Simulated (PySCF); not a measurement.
## TDDFT excited states: C3H9B2N

Species: C3H9B2N.
Atom-mapped SMILES: `[BH2:1][N:2]([BH2:3])[CH2:4][CH:5]=[CH2:6]` (hydrogens: H7, H8 on B1; H9, H10 on B3; H11, H12 on C4; H13 on C5; H14, H15 on C6)

Method: PySCF, TDDFT wB97X-D/def2-SVPD, vertical, gas phase, core orbitals frozen in the response. Isolated species at its GFN2-xTB geometry (one conformer only). Torsions of this conformer, `[BH2:1][N:2]([BH2:3])[CH2:4][CH:5]=[CH2:6]`: B1–N2–C4–C5 88°, N2–C4–C5–C6 0°.

Task: Predict the UV-vis stick spectrum at this level.

Result: 

```tsv
state	E (eV)	λ (nm)	ν̃ (cm⁻¹)	f	|μ| (D)	main configurations (H = HOMO, L = LUMO)
S1	6.36	195.0	51270	0.0050	0.45	H-2→L (69%), H→L (24%)
S2	6.40	193.6	51650	0.024	1.00	H→L (74%), H-2→L (22%)
S3	6.68	185.6	53870	0.0005	0.14	H-3→L (81%), H-2→L+1 (11%)
S4	6.78	183.0	54640	0.160	2.50	H-1→L (94%)
S5	7.64	162.3	61630	0.258	2.99	H→L+2 (58%), H→L+1 (28%)
S6	7.65	162.0	61740	0.113	1.97	H→L+1 (43%), H→L+2 (31%), H→L+3 (19%)
S7	7.79	159.1	62840	0.024	0.90	H→L+5 (59%), H→L+3 (24%), H→L+1 (10%)
S8	7.96	155.7	64230	0.0017	0.24	H-1→L+2 (79%), H-4→L+2 (9%)
```

Triplets (Tamm–Dancoff): T1 4.71 eV, H→L+2 (87%); T2 5.71 eV, H-1→L (93%); T3 5.84 eV, H-2→L (87%).

The lowest singlet comes at 195 nm (613 kJ/mol) in the vacuum ultraviolet; it is very weak; its leading configuration is HOMO-2→LUMO (69%). The strongest level in the table is S5 at 7.64 eV (162 nm, f = 0.258). Löwdin shares by element: HOMO carbon 82% (atoms not listed hold the other 18%); LUMO boron 60%, nitrogen 14%, hydrogen 6% or more (atoms not listed hold the other 20%). Orbital energies (eV): HOMO-3 -11.36, HOMO-2 -11.02, HOMO-1 -10.73, HOMO -9.67, LUMO 0.65, LUMO+1 1.94, LUMO+2 1.97. The oscillator strengths of these states sum to 0.587; summed over the whole spectrum of an exact calculation they would give the number of electrons, 44 (Thomas–Reiche–Kuhn). Of the 8 states listed, 5 reach f = 0.01 and 1 stays under 0.0005. The window holds the lowest 8 singlets.
